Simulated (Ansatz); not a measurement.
Reaction (cleavage of the Al–Si bond): `C[O][Al]([F])[SiH3]` + HBr → `C[O][Al]([F])[Br]` + SiH₄

Isolated molecules relaxed with PBE0-D4/def2-TZVP in Ansatz; ΔE leaves out vibrations. CCSD(T)/CBS adds triple-zeta CCSD(T) − MP2 to the extrapolated MP2 energy (def2 sets, frozen cores). This one scheme is used for every species. Functionals use def2-TZVPP. For Br outer-core shells are correlated without core-valence functions, which leaves a few kJ/mol of doubt a bond. Scalar relativity is left out up to krypton. One conformer a species, not always the lowest.

`C[O][Al]([F])[SiH3]`:

Cartesian coordinates in Å:
```
C -1.844 0.061 1.093
O -1.310 0.872 0.089
Al 0.083 0.948 -0.838
F 0.181 2.184 -1.923
Si 1.924 -0.638 -0.664
H -2.799 -0.361 0.764
H -2.030 0.653 1.994
H -1.180 -0.770 1.362
H 1.626 -1.687 0.351
H 2.168 -1.313 -1.968
H 3.180 0.051 -0.260
```

HBr:

Z-matrix (Å, degrees):
```
Br
H 1 1.420
```

`C[O][Al]([F])[Br]`:

```xyz
8

C    -0.758   -1.057    0.171
O    -0.343    0.226    0.552
Al    0.766    1.342    0.012
F     0.911    2.766    0.803
Br    2.064    0.951   -1.763
H    -0.220   -1.425   -0.710
H    -1.827   -1.046   -0.058
H    -0.592   -1.758    0.994
```

SiH₄:

```xyz
5

Si    0.000    0.000    0.000
H     1.162   -0.452    0.805
H    -0.003    1.483   -0.075
H    -1.256   -0.466    0.639
H     0.098   -0.564   -1.370
```

| species | r2SCAN0 energy (Eh) |
| --- | --- |
| `C[O][Al]([F])[SiH3]` | -748.73710 |
| HBr | -2574.74029 |
| `C[O][Al]([F])[Br]` | -3031.68384 |
| SiH₄ | -291.85162 |

Problem. Work out ΔE.

Solution. ΔE = (-3031.68384) + (-291.85162) − (-748.73710) − (-2574.74029) = -0.05807 Eh = -36.4 kcal/mol. CCSD(T)/CBS gives -36.1 kcal/mol.

Largest T1 diagnostic among the species: 0.013.

In def2-TZVPP, CCSD(T) changes the Hartree–Fock value by +5.5 kcal/mol (the triples alone add +0.6 kcal/mol) and MP2 by +2.6 kcal/mol. From PBE to PBE0 (25 % exact exchange), in def2-TZVPP and without D4, ΔE moves by −2.3 kcal/mol. Leaving LDA and LC-ωPBE aside and taking each functional with its dispersion term where it has one, the values, not all of them listed here, spread over 6.8 kcal/mol, from BHLYP-D4 to PBE-D4.
